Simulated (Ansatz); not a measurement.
`C[CH2][Ge][O]C` + HCl → `C[CH2][Ge][Cl]` + CH₃OH at 400 K and 1 bar (ligand exchange at a Ge–O bond).

Computed with Ansatz on PBE0-D4/def2-TZVP structures; ΔE is electronic, products minus reactants. CCSD(T)/CBS adds triple-zeta CCSD(T) − MP2 to the extrapolated MP2 energy (def2 sets, frozen cores). This one scheme is used for every species. For Ge outer-core shells are correlated without core-valence functions, which leaves a few kJ/mol of doubt a bond. Scalar relativity is left out up to krypton. Each species was taken in one conformer, which may not be the lowest.

| species | CCSD(T)/CBS energy (Eh) | H − E (kJ/mol) | S (J/(mol·K)) |
| --- | --- | --- | --- |
| `C[CH2][Ge][O]C` | -2270.25348 | 314.7 | 410.7 |
| HCl | -460.38127 | 29.6 | 195.4 |
| `C[CH2][Ge][Cl]` | -2615.03092 | 200.0 | 373.8 |
| CH₃OH | -115.61712 | 151.2 | 252.6 |

H − E and S are ideal-gas, rigid-rotor, harmonic terms from PBE0-D4/def2-TZVP, for one conformer and one mirror image of each species. 1 Eh = 2625.50 kJ/mol, R = 8.31446 J/(mol·K).

Q: By hand: ΔE, ΔH, ΔS and ΔG.

A: ΔE = (-2615.03092) + (-115.61712) − (-2270.25348) − (-460.38127) = -0.01329 Eh = -34.9 kJ/mol. Δ(H − E) = 200.0 + 151.2 − 314.7 − 29.6 = 6.9, so ΔH = -28.0 kJ/mol. ΔS = 373.8 + 252.6 − 410.7 − 195.4 = 20.3 J/(mol·K). ΔG = -28.0 − 400 × (20.3)/1000 = -36.1 kJ/mol.

Q: By hand: the equilibrium constant, and the temperature at which ΔG would vanish if ΔH and ΔS stayed fixed.

A: log₁₀ K = −ΔG/(RT ln 10) = 4.7. ΔH and −TΔS have one sign here, so there is no such temperature.

ΔH outweighs TΔS. A doubt of 5 kJ/mol in ΔE shifts log₁₀ K by 0.7 here. Other conformers and mirror images would add mixing entropy, several J/(mol·K) or more a flexible species. Modes under 60 cm⁻¹, often nearly free rotors, make the harmonic entropy too high. These are equilibria of isolated gas molecules and say nothing of rates. Largest T1 diagnostic: 0.014 (customary marks: 0.02 for closed shells, 0.045 for open ones).
